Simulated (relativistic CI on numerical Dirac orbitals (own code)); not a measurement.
**Radial parameters of Zn¹⁵⁺**

Calculated at this level of theory: Dirac-Coulomb-Breit CI, orbitals from a KLI potential per configuration, a model potential for QED, unscaled Slater integrals (own radial code, finite nucleus).

Slater integrals F^k, G^k are unscaled and averaged over j, outside the closed core [Ne]; ζ comes from projecting the Hamiltonian with its Breit term on Σ l·s of the shell.

- 3s²3p³: F^2(3p,3p) = 173000, ζ(3p) = 24811 cm⁻¹; <r>(3p) = 0.5782, <r^2>(3p) = 0.385 (bohr units).
- 3s3p⁴: F^2(3p,3p) = 172810, G^1(3s,3p) = 222680, ζ(3p) = 24782 cm⁻¹; <r>(3s) = 0.5853, <r^2>(3s) = 0.3894, <r>(3p) = 0.5789, <r^2>(3p) = 0.3859 (bohr units).
- 3s²3p²3d: F^2(3p,3p) = 172730, ζ(3p) = 24774, F^2(3p,3d) = 172200, G^1(3p,3d) = 192900, G^3(3p,3d) = 126400, ζ(3d) = 2319.8 cm⁻¹; <r>(3p) = 0.5792, <r^2>(3p) = 0.3863, <r>(3d) = 0.5339, <r^2>(3d) = 0.3317 (bohr units).

Averages of the first 10 configurations, taken without configuration mixing, which lowers the lowest level and can move excited configurations by several eV; other configurations of the list can lie among them:

```tsv
Configuration	Parity	States	Average energy above the lowest level (eV)
3s²3p³	odd	20	12.8
3s3p⁴	even	30	64.9
3s²3p²3d	even	150	84.3
3p⁵	odd	6	124.6
3s3p³3d	odd	400	133.1
3p⁴3d	even	150	189.5
3s3p²3d²	even	1350	203.9
3s²3p²4s	even	30	258.0
3s²3p3d4p	even	360	348.7
3p⁴4s	even	30	364.8
```
